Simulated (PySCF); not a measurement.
**Working out the electron affinity of Nb**

Nb⁻ [Kr] 4d4 5s2 (5D) → Nb [Kr] 4d4 5s1 (6D). Computed with PySCF 2.14 in aug-cc-pVDZ-PP with ECP28MDF, with a scalar-relativistic core potential. Frozen: 4s2 4p6. Energies in hartree (1 hartree = 27.21139 eV):

```json
{"part": "UHF", "Nb⁻ (lower)": "-56.137722", "Nb (upper)": "-56.147420"}
{"part": "CCSD correlation", "Nb⁻ (lower)": "-0.084915", "Nb (upper)": "-0.051952"}
{"part": "(T)", "Nb⁻ (lower)": "-0.005140", "Nb (upper)": "-0.001031"}
```

Task: What does Hartree-Fock give?

Result: (-56.147420) − (-56.137722) = -0.009698 hartree = -0.264 eV.

Task: What do CCSD and CCSD(T) give?

Result: The CCSD correlation energies differ by 0.032963 hartree = 0.897 eV and the triples by 0.004109 hartree = 0.112 eV, so CCSD gives 0.633 eV and CCSD(T) 0.745 eV.

Reference: 0.917 eV (measured; photodetachment measurements, as compiled on the Wikipedia data page of electron affinities), between the lowest levels; spin-orbit coupling is absent from the calculation.

A double-zeta basis recovers only part of the correlation energy.

The coupled-cluster amplitudes are large, so a single reference is strained.

What remains against the reference includes basis incompleteness, the frozen core and higher excitations.
